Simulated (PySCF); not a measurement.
# Finite-field polarisability of Ni (nickel, neutral)

[Ar] 3d8 4s2, high-spin 3F determinant. Calculation: PySCF 2.14, in ANO-RCC-VTZP; scalar relativity by spin-free X2C-1e. Frozen: [Ar]. Energy changes in a uniform field (μhartree):

```
axis  F (au)        HF       MP2      CCSD   CCSD(T)
   x  0.0019   -97.438   -72.468   -76.821   -74.934
   x  0.0038  -389.716  -290.013  -307.335  -299.797
   y  0.0019   -97.438   -72.468   -76.821   -74.934
   y  0.0038  -389.716  -290.013  -307.335  -299.797
   z  0.0019   -97.438   -72.468   -76.821   -74.934
   z  0.0038  -389.716  -290.013  -307.335  -299.797
```

Q: Derive α along x at CCSD(T) from the two fields.

A: With ΔE = −αF²/2 − γF⁴/24, α = −(16 ΔE(F) − ΔE(2F))/(6F²) = 41.51 bohr³.

Q: And the mean polarisability at each level?

A: HF 53.98, MP2 40.14, CCSD 42.56, CCSD(T) 41.51 bohr³. Reference: 49 ± 3 bohr³ (recommended; Schwerdtfeger and Nagle, table of static dipole polarizabilities (2023 update)).

CCSD(T) lies more than 5 % below the reference, which points to too few diffuse and polarisation functions.

The basis has no added diffuse functions, which lowers α.
